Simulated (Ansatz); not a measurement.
Cost and result for the atomization energy of CH$_{6}$Cl$_{2}$O$_{4}$Si$_{2}$ (`O[Si](O)(Cl)C[Si](O)(O)Cl`) (15 atoms, 14 bonds).

Z-matrix (Å, degrees):
```
Si
O 1 1.627
Cl 1 2.043 2 105.6
O 1 1.648 2 112.8 3 118.8
C 1 1.849 2 111.9 3 -124.4
H 2 0.966 1 113.0 3 162.7
H 4 0.959 1 117.9 2 -62.8
Si 5 1.849 1 109.5 2 -66.5
H 5 1.093 1 109.2 2 54.3
H 5 1.093 1 110.3 2 173.3
O 8 1.648 5 104.0 1 55.5
O 8 1.627 5 111.9 1 -66.5
Cl 8 2.043 5 113.9 1 173.8
H 11 0.959 8 117.9 5 175.8
H 12 0.966 8 113.0 5 38.3
```

The species carries charge 0 and has multiplicity 1. All single points use the PBE0-D4/def2-TZVP geometry. It is one conformer, not always the lowest. Program: Ansatz. All runs use 3 threads of an AMD EPYC 7R13 on a shared host and a share of an NVIDIA H100 80 GB. Times are those of one run each, without the atoms' runs, and a repeat can differ threefold. Electronic energies, without spin–orbit coupling; frozen cores. CCSD(T)/CBS adds CCSD(T) − MP2 in def2-TZVPP to the MP2 limit, and its time is that of the two runs behind it. T1 = 0.011. B3LYP takes the VWN-RPA correlation (the form of Gaussian; ORCA's B3LYP/G).

CCSD(T)/CBS is a level of theory with its own doubt, some kJ/mol a heavy atom from the limit and from the frozen cores, so smaller differences don't rank the functionals.

```
                             level  functions  wall time
   PBE-D4/def2-TZVPP (with forces)        407      5.5 s
                PBE0-D4/def2-TZVPP        407      6.5 s
r2SCAN-D4/def2-TZVPP (with forces)        407      6.5 s
                 B2PLYP/def2-TZVPP        407        7 s
 B3LYP-D4/def2-TZVPP (with forces)        407      9.5 s
                    MP2/def2-QZVPP        745       11 s
                ωB97X-V/def2-TZVPP        407       11 s
  ωB97M-V/def2-TZVPP (with forces)        407       14 s
                CCSD(T)/def2-TZVPP        407       47 s
                 CCSD(T)/CBS(def2)          –       57 s
```

(1) What atomization energy does each give, and how far from CCSD(T)/CBS? (An estimate is asked.)

Results:

(1) The calculation gave: 
| level | atomization (kJ/mol) | difference from CCSD(T)/CBS | per bond |
| --- | --- | --- | --- |
| PBE-D4/def2-TZVPP (with forces) | 6170.1 | 50.9 | 3.6 |
| PBE0-D4/def2-TZVPP | 6044.7 | -74.5 | -5.3 |
| r2SCAN-D4/def2-TZVPP (with forces) | 6112.4 | -6.8 | -0.5 |
| B2PLYP/def2-TZVPP | 5988.2 | -131.0 | -9.4 |
| B3LYP-D4/def2-TZVPP (with forces) | 6027.2 | -92.0 | -6.6 |
| MP2/def2-QZVPP | 6243.7 | 124.5 | 8.9 |
| ωB97X-V/def2-TZVPP | 6101.0 | -18.2 | -1.3 |
| ωB97M-V/def2-TZVPP (with forces) | 6120.0 | 0.8 | 0.1 |
| CCSD(T)/def2-TZVPP | 5920.0 | -199.2 | -14.2 |
| CCSD(T)/CBS(def2) | 6119.2 | 0.0 | 0.0 |

The D4 term adds +85.3 kJ/mol with B3LYP and +45.6 kJ/mol with PBE0; it sums over pairs of atoms, weighted by their polarisabilities, and B3LYP, whose exchange is more repulsive, gets the larger term. From PBE to PBE0 (25 % exact exchange), in def2-TZVPP and without D4, the atomization energy moves by −118.0 kJ/mol: exact exchange takes away binding that semilocal exchange gives to molecules. In def2-TZVPP, CCSD(T) changes the Hartree–Fock value by +1573.6 kJ/mol (the triples alone add +106.5 kJ/mol) and MP2 by +1778.6 kJ/mol; breaking electron pairs costs correlation energy, which Hartree–Fock lacks.
